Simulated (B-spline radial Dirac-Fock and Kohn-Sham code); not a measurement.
# The K-like isoelectronic sequence (19 electrons), Z = 75 to 82

Calculated with a B-spline atomic structure program, using Dirac-Fock (average of configuration) total-energy differences with a finite nucleus, the Breit interaction including its frequency dependence, and self-energy and vacuum-polarisation corrections. Binding energies in eV, tabulated ground configurations ([Ar] 3d1 throughout). The model has no electron correlation.

```
  ion       2s    2p1/2    2p3/2   3p1/2  outermost level  NIST ionisation energy
Re⁵⁶⁺  16502.2  15961.5  14514.0  6156.9      5478.3 (3d)                5528 ± 5
Os⁵⁷⁺  17059.6  16507.5  14968.0  6375.2      5664.6 (3d)                5717 ± 6
Ir⁵⁸⁺  17629.2  17065.6  15429.3  6598.2      5854.0 (3d)                5910 ± 6
Pt⁵⁹⁺  18211.3  17635.9  15897.8  6826.0      6046.6 (3d)                6106 ± 7
Au⁶⁰⁺  18806.2  18218.8  16373.6  7058.5      6242.3 (3d)               6305 ± 10
Hg⁶¹⁺  19413.9  18814.4  16856.7  7295.9      6441.3 (3d)               6508 ± 12
Tl⁶²⁺        ?        ?        ?       ?                ?                       ?
Pb⁶³⁺  20669.5  20045.1  17844.7  7785.7      6848.7 (3d)               6924 ± 19
```

Question: Fill in the row of Tl⁶²⁺.

Answer: 2s 20035.0, 2p1/2 19423.1, 2p3/2 17347.0, 3p1/2 7538.3, outermost 6643.4 (3d), NIST 6714 ± 15 eV.

NIST's values are for the lowest levels; a dash marks a value that is missing or belongs to another shell. Their kind here: theoretical. Where a p, d or f shell is open in either ion the computed value averages over both j values and all terms, while the table refers to the lowest levels; that difference holds spin-orbit splitting (largest in heavy or highly charged ions), term energies where several electrons share open shells, and correlation, and it can reach 10 % or more.
